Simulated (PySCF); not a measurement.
**Static response to an electric field**

C7H11N.
SMILES with atom numbers: `[C-:1]#[N+:2][CH:3]1[CH2:4][CH2:5][CH2:6][CH2:7][CH2:8]1` (hydrogens: H9 on C3; H10, H11 on C4; H12, H13 on C5; H14, H15 on C6; H16, H17 on C7; H18, H19 on C8)

Structure used (GFN2-xTB), in Å, numbered top down from 1:
```
atom  x, y, z in Å
C1    -0.2893    3.6373    0.5388
N2    -0.2224    2.5449    0.1463
C3    -0.1385    1.2157   -0.2938
C4    -1.2766    0.3895    0.3136
C5    -1.1815   -1.0563   -0.1631
C6     0.1701   -1.6571    0.2136
C7     1.3080   -0.8288   -0.3769
C8     1.2183    0.6191    0.0945
H9    -0.2360    1.2233   -1.3883
H10   -1.1984    0.4270    1.4028
H11   -2.2376    0.8240    0.0297
H12   -1.3046   -1.0897   -1.2485
H13   -1.9878   -1.6415    0.2827
H14    0.2654   -1.6799    1.3017
H15    0.2332   -2.6848   -0.1489
H16    2.2697   -1.2502   -0.0782
H17    1.2523   -0.8606   -1.4678
H18    1.3256    0.6628    1.1810
H19    2.0205    1.2146   -0.3466
```

Level: CAM-B3LYP/def2-SVPD (PySCF), static field, nuclei fixed, core orbitals frozen in the response. The polarisability tensor in these axes (au):

```
x   79.06 -1.48 -1.15
y   -1.48 99.59  4.90
z   -1.15  4.90 70.99
```

Question: What are the eigenvalues, a third of the trace, and Δα (Δα² = ½Σ(αi − αj)² over the three pairs)?

Answer: Principal values 70.08, 79.02 and 100.53 au; mean 83.21 au = 12.33 Å³ = 13.72 × 10⁻⁴⁰ C²·m²/J; Δα = 27.11 au (33 % of the mean).

Question: What is the dipole moment, and where does it point?

Answer: (0.29, -4.20, -1.12) D, 4.36 D in size, pointing from the negative to the positive side. Measured along this direction, the outermost atoms are C1 at the negative end and H15 at the positive end.

Question: Find the Langevin capture rate constant for O2+ (31.990 u) meeting this molecule (109.089 u), k = 2.342 × 10⁻⁹ cm³/s × √(α in Å³ / reduced mass in u).

Answer: The reduced mass is 24.74 u, so k = 1.65 × 10⁻⁹ cm³/s. The formula leaves out the permanent dipole, which adds to the capture rate.

Question: Traceless (Buckingham) quadrupole moment about the centre of nuclear charge: eigenvalues?

Answer: -18.80, 9.23, 9.57 D·Å. The values depend on the origin, since the dipole doesn't vanish. The electronic extent ⟨r²⟩ about the same centre is 1019 bohr², a root-mean-square distance of 2.18 Å for the 60 electrons.

Question: In a dilute gas of rigid molecules at 350 K, how does the orientational term μ²/3kT compare with the electronic polarisability?

Answer: In Gaussian units μ²/3kT = 131.17 Å³ against 12.33 Å³, a ratio of 10.64; the Debye molar polarisation (4π/3)N_A(α + μ²/3kT) is 362.0 cm³/mol, leaving out the vibrational part.

One conformer (not necessarily the lowest) at the GFN2-xTB geometry, without solvent, vibrations or thermal averaging.
